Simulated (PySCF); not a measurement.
GeH2S2, SMILES [Ge]([SH])[SH] (connectivity only; charge and spin as stated), neutral, multiplicity 1.

Coordinates come from a PBE0-D3(BJ)/def2-TZVP optimisation. One conformer was computed; it need not be the lowest.

The numbers are results of TDDFT-M06-2X/def2-SVPD (PySCF 2.14.0), not measurements.

Vertical excitations. The molecule is in vacuum. State labels are in the subgroup C2v.

```tsv
state	symmetry	energy (eV)	λ (nm)	f	main pairs
S1	B1	3.66	339	0.018	HOMO→LUMO 99 %
S2	B2	4.63	268	0.037	HOMO−1→LUMO 92 %
S3	A1	5.58	222	0.004	HOMO−2→LUMO 81 %
S4	A2	5.62	221	0.000	HOMO−3→LUMO 95 %
S5	A2	5.99	207	0.000	HOMO−1→LUMO+2 75 %
S6	A1	6.08	204	0.063	HOMO→LUMO+2 86 %
S7	B1	6.08	204	0.030	HOMO−1→LUMO+1 87 %
S8	B2	6.09	204	0.373	HOMO→LUMO+1 90 %
S9	A2	6.57	189	0.000	HOMO−1→LUMO+3 63 %, HOMO−2→LUMO+1 24 %
S10	B1	6.66	186	0.019	HOMO−2→LUMO+2 51 %, HOMO−1→LUMO+4 14 %, HOMO−1→LUMO+7 14 %
T1	B1	2.42	513	0	HOMO→LUMO 95 %
T2	B2	3.90	318	0	HOMO−1→LUMO 98 %
T3	A1	4.61	269	0	HOMO−2→LUMO 97 %
T4	B2	4.62	268	0	HOMO→LUMO+1 77 %, HOMO→LUMO+4 16 %
```
Triplets are in the Tamm–Dancoff approximation, which puts them higher than full response would, so one can lie above its singlet here.
